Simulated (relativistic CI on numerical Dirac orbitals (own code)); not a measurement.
Computed by Dirac-Coulomb-Breit CI, orbitals from a KLI potential per configuration, model QED (radiative potential, 1s self-energy scaled to tabulated hydrogen-like ionisation energies), valence Slater integrals scaled by 0.85, P86 correlation estimate, and configurations built on the next ion tied to the tabulated ionisation energy (semi-empirical) (own radial code, finite nucleus).

Configuration list (outside the closed core [Xe]): 6s2, 6s 5d, 6s 6p, 5d 6p, 6s 7p, 6s 6d, 6s 7s, 6s 7d, 6s 8s, 6s 6f, 6s 7f, 5d2, 6p2, 5d 6d, 6s 4f, 6s 8p, 6d2, 5d 7s, 6s 5f, 6s 5g, 6p 6d. Levels of other configurations are missing.

Configurations that consist of the next ion and one excited electron were tied to the tabulated ionisation energy; Rydberg ones are usually within 1,000 to 3,000 cm⁻¹ and the lowest ones within about 6,000 (9,000 in d shells), while levels on excited terms of the next ion carry the error of that term, and the other configurations can be misplaced by 10,000 cm⁻¹ or more. Rates follow the energies as ν³ (E1, M1) or ν⁵ (E2), so rates, branching and lifetimes can be off by large factors. The fine structure of a lone outer electron comes out too small, for d and f at times inverted, and misplaced configurations move strength between like terms. 16 of the 17 excited levels that our extract of the measured tables holds in this range could be paired (the sources list more); they are missed by 1069 cm⁻¹ on average and 3564 at most, and levels without a partner can miss by more.

Outline of the computed level scheme of Ba I. Lowest level of each configuration: 6s2 1S_0 at 0.0000 eV; 6s 5d 3D_1 at 1.1519 eV; 6s 6p 3P°_0 at 1.3050 eV; 5d2 3F_2 at 2.6340 eV; 5d 6p 3F°_2 at 2.6404 eV; 6s 7s 3S_1 at 3.2469 eV; 6s 7p 1P°_1 at 3.5935 eV; 6s 6d 1D_2 at 3.7232 eV; 5d 7s 3D_1 at 4.0018 eV.

Some strong electric-dipole decays among the lowest 43 levels: 6s 6p 1P°_1 → 6s2 1S_0 (1.2e+08 s⁻¹); 6s 6d 3D_3 → 6s 6p 3P°_2 (1.0e+08 s⁻¹); 6s 7s 1S_0 → 6s 6p 1P°_1 (9.7e+07 s⁻¹); 6s 6d 3D_2 → 6s 6p 3P°_1 (7.9e+07 s⁻¹); 6s 6d 3D_1 → 6s 6p 3P°_0 (6.0e+07 s⁻¹); 6s 7s 3S_1 → 6s 6p 3P°_2 (5.4e+07 s⁻¹); 6s 6d 3D_1 → 6s 6p 3P°_1 (4.1e+07 s⁻¹); 6s 6d 1D_2 → 6s 6p 1P°_1 (3.8e+07 s⁻¹).

Rates of lines that live on the mixing of spin multiplicities can be off by large factors.

LS names give the leading component of a level, which can be under half, so a name can repeat, a term be missing and a line seem to break the LS rules.
